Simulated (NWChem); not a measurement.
Program: NWChem. System: C3H7O, charge 0, spin multiplicity 2, at a geometry optimised with UB3LYP/def2-SVP. The structure started from a generated list of species. Its SCF solution wasn't tested for a lower state. Level: G0W0@UPBE0/def2-TZVP, RI basis def2-tzvp-rifit.

Input file:

```
start mol
memory heap 200 mb stack 700 mb global 1700 mb
geometry units angstroms nocenter noautoz noautosym
  C      1.438356    -0.076672     0.807875
  C      0.628172    -0.563733    -0.344336
  O     -0.405346     0.312037    -0.736232
  C     -1.485925     0.367418     0.159754
  H      2.047766    -0.769674     1.394140
  H      1.594164     0.998300     0.937024
  H      1.271852    -0.675675    -1.242746
  H      0.228584    -1.580544    -0.131867
  H     -1.186183     0.722655     1.165197
  H     -2.225080     1.069475    -0.253531
  H     -1.971950    -0.622908     0.281877
end
basis spherical
  * library def2-tzvp
end
basis "ri basis" bse spherical
  * library def2-tzvp-rifit
end
dft
  xc pbe0
  odft
  mult 2
  iterations 100
  direct
  tolerances tight
end
task dft energy
gw
  method cdgw
  states alpha occ 4 vir 2
  states beta occ 4 vir 2
end
task dft gw
```

Part of the output:

```
             Northwest Computational Chemistry Package (NWChem) 7.3.0
             --------------------------------------------------------

                                NWChem Input Module
                                -------------------

 Scaling coordinates for geometry "geometry" by  1.889725989
 (inverse scale =  0.529177249)

                             Geometry "geometry" -> ""
                             -------------------------

 Output coordinates in angstroms (scale by  1.889725989 to convert to a.u.)

  No.       Tag          Charge          X              Y              Z
 ---- ---------------- ---------- -------------- -------------- --------------
    1 C                    6.0000     1.43835600    -0.07667200     0.80787500
    2 C                    6.0000     0.62817200    -0.56373300    -0.34433600
    3 O                    8.0000    -0.40534600     0.31203700    -0.73623200
    4 C                    6.0000    -1.48592500     0.36741800     0.15975400
    5 H                    1.0000     2.04776600    -0.76967400     1.39414000
    6 H                    1.0000     1.59416400     0.99830000     0.93702400
    7 H                    1.0000     1.27185200    -0.67567500    -1.24274600
    8 H                    1.0000     0.22858400    -1.58054400    -0.13186700
    9 H                    1.0000    -1.18618300     0.72265500     1.16519700
   10 H                    1.0000    -2.22508000     1.06947500    -0.25353100
   11 H                    1.0000    -1.97195000    -0.62290800     0.28187700

 Effective nuclear repulsion energy (a.u.)     126.8381466582

            Nuclear Dipole moment (a.u.)
            ----------------------------
        X                 Y               Z
 ---------------- ---------------- ----------------
     0.0000056692     0.0000056692    -0.0000075589


 Summary of "ao basis" -> "" (spherical)
 ------------------------------------------------------------------------------
       Tag                 Description            Shells   Functions and Types
 ---------------- ------------------------------  ------  ---------------------
 *                         def2-tzvp                  on all atoms

 new library libraries.bse/

 Summary of "ri basis" -> "" (spherical)
 ------------------------------------------------------------------------------
       Tag                 Description            Shells   Functions and Types
 ---------------- ------------------------------  ------  ---------------------
 *                      def2-tzvp-rifit               on all atoms

                                 NWChem DFT Module
                                 -----------------

 Summary of "ao basis" -> "ao basis" (spherical)
 ------------------------------------------------------------------------------
       Tag                 Description            Shells   Functions and Types
 ---------------- ------------------------------  ------  ---------------------
 C                         def2-tzvp                11       31   5s3p2d1f
 O                         def2-tzvp                11       31   5s3p2d1f
 H                         def2-tzvp                 4        6   3s1p

 Summary of "ao basis" -> "ao basis" (spherical)
 ------------------------------------------------------------------------------
       Tag                 Description            Shells   Functions and Types
 ---------------- ------------------------------  ------  ---------------------
 C                         def2-tzvp                11       31   5s3p2d1f
[...]
 overlap   0.973  0.995  0.994  0.994  0.990  0.998  0.995  0.724  0.725  0.993

   alpha     91     92     93     94     95     96     97     98     99    100
    beta     92     91     93     94     95     96     97     98     99    100
 overlap   0.962  0.976  0.972  0.995  0.997  0.996  1.000  0.990  0.992  0.997

   alpha    101    102    103    104    105    106    107    108    109    110
    beta    101    102    103    104    105    106    107    108    109    110
 overlap   0.997  0.999  0.997  0.994  0.991  0.968  0.821  0.838  0.966  0.967

   alpha    111    112    113    114    115    116    117    118    119    120
    beta    111    112    113    114    115    116    117    118    119    120
 overlap   0.990  0.888  0.906  0.933  0.876  0.878  0.963  0.944  0.911  0.866

   alpha    121    122    123    124    125    126    127    128    129    130
    beta    121    122    123    124    125    126    127    128    129    130
 overlap   0.884  0.948  0.967  0.983  0.967  0.964  0.871  0.870  0.980  0.854

   alpha    131    132    133    134    135    136    137    138    139    140
    beta    131    132    133    134    135    136    137    138    139    140
 overlap   0.858  0.977  0.982  0.994  0.999  0.994  0.996  0.999  0.998  0.996

   alpha    141    142    143    144    145    146    147    148    149    150
    beta    141    142    143    144    145    146    147    148    149    150
 overlap   0.993  0.996  0.991  0.979  0.986  0.999  1.000  1.000  0.999  0.999

   alpha    151    152    153    154    155    156    157    158    159    160
    beta    151    152    153    154    155    156    157    158    159    160
 overlap   1.000  1.000  1.000  1.000  1.000  1.000  1.000  1.000  1.000  1.000

   alpha    161    162    163    164    165    166
    beta    161    162    163    164    165    166
 overlap   1.000  1.000  1.000  1.000  1.000  1.000

     --------------------------
     Expectation value of S2:
     --------------------------
      <S2> =      0.7550 (Exact =     0.7500)

 center of mass
 --------------
 x =   0.00771357 y =   0.02720426 z =  -0.06814987

 moments of inertia (a.u.)
 ------------------
         134.927106340223          62.100210783377         -52.339966280014
          62.100210783377         362.700252414789           0.133627300657
         -52.339966280014           0.133627300657         325.609446926770

     Multipole analysis of the density
     ---------------------------------

     L   x y z        total         alpha         beta         nuclear
     -   - - -        -----         -----         ----         -------
     0   0 0 0     -0.000000    -17.000000    -16.000000     33.000000

     1   1 0 0      0.027512     -1.255688      1.283195      0.000006
     1   0 1 0     -0.261488     -0.016858     -0.244635      0.000006
     1   0 0 1      0.341905     -0.530938      0.872851     -0.000008

     2   2 0 0    -17.899800    -98.833440    -90.456916    171.390555
     2   1 1 0     -0.642531     18.262066     17.833955    -36.738552
     2   1 0 1     -0.398414    -15.976007    -12.996085     28.573678
     2   0 2 0    -18.805683    -27.931871    -27.043808     36.169996
     2   0 1 1      0.587425     -0.803197     -0.799076      2.189697
     2   0 0 2    -20.617017    -39.322996    -34.865941     53.571920

 Task  times  cpu:       31.8s     wall:       31.8s

                                NWChem Input Module
                                -------------------

                                 NWChem GW Module
                                 ----------------

                             ***********************
                             ***        GW       ***
                             ***********************

 Summary of "ri basis" -> "ri basis" (spherical)
 ------------------------------------------------------------------------------
       Tag                 Description            Shells   Functions and Types
 ---------------- ------------------------------  ------  ---------------------
 C                      def2-tzvp-rifit             22       76   8s6p4d3f1g
 O                      def2-tzvp-rifit             22       76   8s6p4d3f1g
 H                      def2-tzvp-rifit              7       15   4s2p1d

                 Memory Information
                 ------------------
          Available GA per process is          1699.6 MBs
          Available stack per process is        700.0 MBs
          Available heap per process is           0.9 MBs

          Peak memory in Initialization
              Peak GA per process is                 20.8 MBs
              Peak stack per process is               0.3 MBs
              Peak heap per process is               21.0 MBs
              Memory not in MA per process            0.0 MBs

          Peak memory in CDGW Calculation
              Peak GA per process is                 23.3 MBs
              Peak stack per process is               2.6 MBs
              Peak heap per process is                4.5 MBs
              Memory not in MA per process            0.0 MBs

          Computing 2-center integrals
          Computing Inverse Cholesky factor
          Computing 3-center integrals
          Computing Vxc

          Computing Sigma_x
          Computing W(iw) on the imaginary grid
          Solving quasiparticle equations

                  Alpha Orbitals
          State     Energy (eV)     Error (eV)
          -----------------------------------
@GW        14        -13.389           0.002
@GW        15        -11.472           0.002
@GW        16         -9.810           0.001
@GW        17         -8.482           0.002
@GW        18          3.321           0.004
@GW        19          4.097           0.003

                   Beta Orbitals
          State     Energy (eV)     Error (eV)
          -----------------------------------
@GW        13        -13.390           0.004
@GW        14        -13.224           0.002
@GW        15        -11.386           0.002
@GW        16         -9.746           0.002
@GW        17          0.612           0.002
@GW        18          3.391           0.004

     GW Timing Statistics
   ------------------------
   Init.   :          0.0s
     ERIs  :          1.3s
     Distr.:          0.0s
     Vxc   :          3.4s
   Vmo     :          0.0s
   iW      :          3.2s
   I_n     :          0.0s
   R_n     :          0.5s
   GW total:          8.4s

 Task  times  cpu:        8.4s     wall:        8.4s

 Total times  cpu:       40.2s     wall:       40.2s
```
